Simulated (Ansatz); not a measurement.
The input (input.yaml):

```yaml
crystal:
  periodic: [false, false, false]
  atoms:
    - { symbol: F, position_ang: [1.3341, -1.8164, -0.3292] }
    - { symbol: C, position_ang: [0.9794, -0.4328, -0.2014] }
    - { symbol: O, position_ang: [0.3842, 0.0712, -1.3876] }
    - { symbol: B, position_ang: [-0.8191, 0.6047, -0.8762] }
    - { symbol: Cl, position_ang: [-1.846, 2.1129, -1.2827] }
    - { symbol: Si, position_ang: [-0.4488, -0.1746, 0.8586] }
    - { symbol: H, position_ang: [1.8914, 0.1717, 0.1155] }
    - { symbol: H, position_ang: [-1.87029, 0.14021, -1.09566] }
    - { symbol: H, position_ang: [-0.2327, 0.8285, 1.957] }
basis:
  gaussian: { orbitals: def2-SVP }
hamiltonian:
  xc: b3lyp
  dispersion: d4
relax:
  f_tol: 0.02
  max_steps: 50
output:
  orbitals: {}
```

Run as:

```bash
$ ansatz run input.yaml --threads 2 --pin off --max-ram 3072MiB --backend cpu --events-out ev --progress --plain --runs-dir out
```

Hardware: 2 threads of Intel(R) Xeon(R) Platinum 8259CL CPU @ 2.50GHz (Skylake/Cascade Lake), on a shared host.

Q: Roughly how long does this run take, and how much memory?

A: 2.2 min, with a peak of 0.29 GiB, for 25 ionic steps.
